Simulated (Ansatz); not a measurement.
**Counterpoise correction, worked out**

The pair of Br⁻ (SMILES [Br-], atom 1) and SiH3Cl (SMILES [SiH3]Cl, atoms 2–6), both closed shells, in one local arrangement (a lower one may exist), relaxed at PBE0-D4/def2-TZVPD:

```tsv
atom	x (Å)	y (Å)	z (Å)
Br1	-0.5471	-0.5488	-2.3766
Si2	0.0201	0.0202	0.0873
Cl3	0.5168	0.5185	2.2453
H4	-1.0318	1.0524	0.0107
H5	-0.3436	-1.3727	0.4123
H6	1.3855	0.3304	-0.3790
```

Program: Ansatz 0.2.0. Basis: def2-TZVPPD. Cores are frozen in the correlated methods. Filled d shells of the heavier atoms are correlated. The def2 sets are not built for correlating such inner shells, so the correlated values are less sure here.

CCSD(T) total energies in eV:

| system | geometry | basis functions | energy |
| --- | --- | --- | --- |
| pair | pair | all | -90435.42920 |
| Br⁻ | as in the pair | all (partner as ghosts) | -70009.16876 |
| SiH3Cl | as in the pair | all (partner as ghosts) | -20424.70682 |
| Br⁻ | as in the pair | its own | -70009.07907 |
| SiH3Cl | as in the pair | its own | -20424.68944 |
| Br⁻ | free (PBE0-D4 minimum) | its own | -70009.07907 |
| SiH3Cl | free (PBE0-D4 minimum) | its own | -20425.46928 |

(1) Work out the interaction energy with and without the counterpoise correction, the superposition error, and the binding energy from the relaxed fragments.

T1 diagnostic: at most 0.012.

Results:

(1) Without correction: -90435.42920 − (-70009.07907) − (-20424.68944) = -1.66069 eV.
With correction (each fragment in the whole basis): -90435.42920 − (-70009.16876) − (-20424.70682) = -1.55362 eV = -35.83 kcal/mol.
The superposition error is the difference, 0.10707 eV, 6 % of the uncorrected value: each fragment borrows its partner's functions.
Deformation from the free shapes: 0.00000 eV for Br⁻ and 0.77984 eV for SiH3Cl.
Binding energy from relaxed fragments: -1.55362 + 0.00000 + 0.77984 = -0.77378 eV = -17.84 kcal/mol (electronic, without zero-point energy; negative means bound). The deformation is large: the pair is on the way to a chemical bond or a shared proton. For comparison, the corrected interaction energy by CCSD(T) at an estimated basis limit (MP2 extrapolated from triple and quadruple zeta, plus CCSD(T) − MP2 in triple zeta) is -1.672 eV; triple zeta with the correction binds less.

For scale, one of the runs: CCSD(T)/def2-TZVPPD, 207 basis functions, launched by `ansatz run in.yaml --threads 4 --pin off --events-out ev --progress --plain --max-ram 9574MiB`. Hardware: 4 CPU threads of an Arm Neoverse V1, shared host. Wall time 62 s; peak host memory 2.5 GiB.
